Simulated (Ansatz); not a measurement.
CdCl3⁻, relaxed as a quintet with UKS PBE0-D4/def2-SVPD in Ansatz, starting from the PBE0-D4/def2-SVPD geometry of the charge -1 singlet. Force threshold 0.02 eV/Å.

In the def2 sets Cd takes a core potential; there is no spin–orbit coupling. The highest occupied level of the charge -1 quintet lies above zero (up to 1.41 eV). It is a level of α spin, whose loss leaves a quartet; that state wasn't run at this geometry and level. The electron is either unbound and held by the finite basis, or the level is raised by self-interaction error. In the quintet geometry the species has come apart into loosely held pieces. In the quintet, Cl3 and Cl4 lie 2.63 Å apart (atoms count from 1), so these atoms are partly bonded to each other. The relaxation made no stability test and no search for a lower SCF solution. At PBE0-D4/def2-SVPD a singlet of charge -1 lies 9.17 eV below the quintet, each at its own geometry. The structure comes from a short search, and lower isomers may exist.

Start:

```xyz
4

Cd    0.0007   -0.0003    0.0003
Cl    0.4551    1.4771   -1.8639
Cl   -0.6981    0.9179    2.1292
Cl    0.2423   -2.3948   -0.2655
```

```json
{"step": "1", "energy (eV)": "-42103.8420", "largest force component (eV/Å)": "2.154", "SCF passes": "32"}
{"step": "2", "energy (eV)": "-42105.0430", "largest force component (eV/Å)": "1.018", "SCF passes": "235"}
{"step": "3", "energy (eV)": "-42105.4195", "largest force component (eV/Å)": "0.345", "SCF passes": "29"}
{"step": "4", "energy (eV)": "-42105.5161", "largest force component (eV/Å)": "0.066", "SCF passes": "29"}
{"step": "5", "energy (eV)": "-42105.5307", "largest force component (eV/Å)": "0.075", "SCF passes": "31"}
{"step": "6", "energy (eV)": "-42105.5344", "largest force component (eV/Å)": "0.081", "SCF passes": "33"}
{"step": "7", "energy (eV)": "-42105.5356", "largest force component (eV/Å)": "0.036", "SCF passes": "33"}
{"step": "8", "energy (eV)": "-42105.5363", "largest force component (eV/Å)": "0.012", "SCF passes": "19"}
{"step": "9", "energy (eV)": "-42105.5364", "largest force component (eV/Å)": "0.011", "SCF passes": "31"}
{"step": "10", "energy (eV)": "-42105.5364", "largest force component (eV/Å)": "0.005", "SCF passes": "19"}
{"step": "11", "energy (eV)": "-42105.5365", "largest force component (eV/Å)": "0.006", "SCF passes": "18"}
{"step": "13", "energy (eV)": "-42105.5367", "largest force component (eV/Å)": "0.009", "SCF passes": "18"}
{"step": "15", "energy (eV)": "-42105.5370", "largest force component (eV/Å)": "0.012", "SCF passes": "18"}
{"step": "17", "energy (eV)": "-42105.5374", "largest force component (eV/Å)": "0.016", "SCF passes": "18"}
{"step": "19", "energy (eV)": "-42105.5381", "largest force component (eV/Å)": "0.020", "SCF passes": "25"}
{"step": "21", "energy (eV)": "-42105.5391", "largest force component (eV/Å)": "0.025", "SCF passes": "32"}
{"step": "23", "energy (eV)": "-42105.5483", "largest force component (eV/Å)": "0.041", "SCF passes": "33"}
{"step": "25", "energy (eV)": "-42105.5626", "largest force component (eV/Å)": "0.052", "SCF passes": "32"}
{"step": "27", "energy (eV)": "-42105.7158", "largest force component (eV/Å)": "0.311", "SCF passes": "70"}
{"step": "29", "energy (eV)": "-42106.0691", "largest force component (eV/Å)": "0.625", "SCF passes": "62"}
{"step": "31 (rejected)", "energy (eV)": "-42106.2845", "largest force component (eV/Å)": "1.014", "SCF passes": "43"}
{"step": "33", "energy (eV)": "-42106.3621", "largest force component (eV/Å)": "0.135", "SCF passes": "42"}
{"step": "35", "energy (eV)": "-42106.3693", "largest force component (eV/Å)": "0.074", "SCF passes": "51"}
{"step": "36", "energy (eV)": "-42106.3710", "largest force component (eV/Å)": "0.014", "SCF passes": "47"}
```

Force components are those of the run's own axes.

End:

```xyz
4

Cd    0.169   -0.213   -0.512
Cl    0.605    2.940   -2.701
Cl   -0.632   -0.196    2.163
Cl   -0.142   -2.530    1.050
```

Bonds lost: Cd1–Cl2 (atoms count from 1). The end holds 2 separate pieces.

The force fell under the threshold at step 8, but the optimiser went on and released 0.835 eV more. No frequencies were taken in this run, so the end may be a saddle point.

Run time 1.8 min (4 threads of Arm Neoverse V1 on a shared host).
